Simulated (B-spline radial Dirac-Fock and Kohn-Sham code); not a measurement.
## Photoemission from Ce²⁺ at 4780 eV, detector at θ = 30°, φ = 0°

System: cerium as Ce²⁺, [Xe] 4f2. Method: Dirac-Hartree-Slater photoionisation with a Latter tail; cross sections with all multipoles, angular parameters from the dipole term and its interference with E2. Computed with a radial atomic solver. Thresholds are orbital energies of the model. For linearly polarised light dσ/dΩ = σ/(4π) [1 + β P₂(cos θ) + (δ + γ cos²θ) sin θ cos φ], with θ from the polarisation vector and φ the angle between the beam and the projection of the electron momentum on the plane normal to the polarisation. The dipole factor is 1 + βP₂ and the non-dipole term is the rest of the bracket. Open shells are filled statistically over j.

```tsv
subshell	threshold (eV)	σ (kb)	β	γ	δ	dipole factor	non-dipole term	dσ/dΩ (kb/sr)
3s	1423.3	8.43	1.98	-0.11	-0.001	2.240	-0.042	1.47
3p1/2	1273.3	9.95	1.58	0.26	0.007	1.987	+0.103	1.65
3p3/2	1183.5	18.2	1.64	0.31	0.015	2.027	+0.122	3.12
3d3/2	918.5	8.72	1.17	0.92	0.126	1.730	+0.409	1.48
3d5/2	899.0	12.1	1.11	0.92	0.133	1.692	+0.412	2.03
4s	298.2	2.06	1.98	-0.12	-0.001	2.240	-0.045	0.361
4p1/2	241.8	2.10	1.59	0.39	0.006	1.992	+0.149	0.357
4p3/2	222.4	3.79	1.66	0.43	0.013	2.034	+0.167	0.665
4d3/2	128.8	1.51	1.15	0.97	0.117	1.719	+0.423	0.257
4d5/2	125.4	2.09	1.08	0.96	0.126	1.676	+0.424	0.349
4f5/2	19.79	0.00809	0.70	1.08	0.313	1.434	+0.560	0.00128
4f7/2	19.43	0.0102	0.68	1.06	0.319	1.427	+0.558	0.00161
5s	54.79	0.366	1.98	-0.11	0.000	2.240	-0.043	0.0641
5p1/2	39.35	0.306	1.59	0.41	0.006	1.993	+0.157	0.0523
5p3/2	36.55	0.540	1.66	0.45	0.012	2.035	+0.175	0.0950
```
